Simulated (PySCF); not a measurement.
A geometry optimisation on [SnF5]-, `[F][Sn-]([F])([F])([F])[F]`.

Computed with PBE0-D3(BJ)/def2-SVP geometry optimisation, gas phase, def2 core potentials past Kr (PySCF 2.14.0). Start geometry: GFN2-xTB. The input is one job of a driver script: a line of settings, then coordinates in Å.

Input:
```
{"job": {"xc": "PBE0", "basis": "def2-SVP", "d3": "d3bj", "grid": 1, "maxiter": 40, "kind": "geom"}, "charge": -1, "multiplicity": 1}
Sn    -0.000380    -0.000070     0.000020
F     -0.020470    -0.006400     1.989810
F      0.015510     0.005830    -1.990440
F      1.998230     0.012200     0.018310
F     -1.006770     1.727330    -0.003610
F     -0.986130    -1.738890    -0.014100
```

Output:
```
step   0  E = -712.86810777  max force = 0.022737
step   1  E = -712.87157513  max force = 0.013012
step   2  E = -712.87282403  max force = 0.001634
step   3  E = -712.87285316  max force = 0.000321
step   4  E = -712.87286181  max force = 0.000306
optimisation converged
```

Energies in Eh; «max force» is the largest Cartesian gradient component in Eh/bohr.

Problem. How much energy does the optimisation release, in kJ/mol?

Solution. E(step 0) − E(last step) = 0.004754 Eh, which is 12.5 kJ/mol.

Problem. Give the first gradient maximum in eV/Å.

Solution. With 1 Eh/bohr = 51.422 eV/Å, 1.169 eV/Å.

In short: final energy -712.87286 Eh after 4 steps.

Problem. Give the final coordinates.

Solution. 0.045 Å rms from the input after alignment:
```
atom  x, y, z in Å
Sn1   -0.0027   -0.0011    0.0001
F2    -0.0312   -0.0103    1.9552
F3     0.0092    0.0052   -1.9551
F4     1.9409    0.0173    0.0189
F5    -0.9661    1.6886   -0.0029
F6    -0.9500   -1.6998   -0.0163
```

Problem. How long does this job take on Arm Neoverse V1, one thread (shared host)?

Solution. About 19 s.
Labels such as C1 count atoms from 1, the log's own numbers from 0.
